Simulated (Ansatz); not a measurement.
`C[N](C)[SbH2]` + HI → `[SbH2][I]` + `CNC` at 298.15 K and 1 bar (ligand exchange at the Sb–N bond).

Program: Ansatz. Geometries: PBE0-D4/def2-TZVP. ΔE: electronic, gas phase. CBS: MP2 limit from def2 TZ/QZ plus the TZ coupled-cluster correction, frozen cores. def2 core potentials past Kr. For I, Sb outer-core shells are correlated without core-valence functions, which leaves a few kJ/mol of doubt a bond.

```
        species  CCSD(T)/CBS energy (Eh)  H − E (kJ/mol)  S (J/(mol·K))
`C[N](C)[SbH2]`               -375.59739           269.5          343.1
             HI               -298.03592            22.7          206.5
    `[SbH2][I]`               -538.67582            49.0          298.5
          `CNC`               -135.00321           256.9          271.4
```

H − E and S are ideal-gas, rigid-rotor, harmonic terms from PBE0-D4/def2-TZVP. 1 Eh = 2625.50 kJ/mol, R = 8.31446 J/(mol·K).

Task: By hand: ΔE, ΔH, ΔS and ΔG.

Result: ΔE = (-538.67582) + (-135.00321) − (-375.59739) − (-298.03592) = -0.04572 Eh = -120.0 kJ/mol. Δ(H − E) = 49.0 + 256.9 − 269.5 − 22.7 = 13.7, so ΔH = -106.3 kJ/mol. ΔS = 298.5 + 271.4 − 343.1 − 206.5 = 20.3 J/(mol·K). ΔG = -106.3 − 298.15 × (20.3)/1000 = -112.4 kJ/mol.

Task: By hand: the equilibrium constant, and the temperature at which ΔG would vanish if ΔH and ΔS stayed fixed.

Result: log₁₀ K = −ΔG/(RT ln 10) = 19.7. ΔH and −TΔS have one sign here, so there is no such temperature.

ΔH outweighs TΔS. A doubt of 5 kJ/mol in ΔE shifts log₁₀ K by 0.9 here. These are equilibria of isolated gas molecules and say nothing of rates. Largest T1 diagnostic: 0.013 (customary marks: 0.02 for closed shells, 0.045 for open ones).
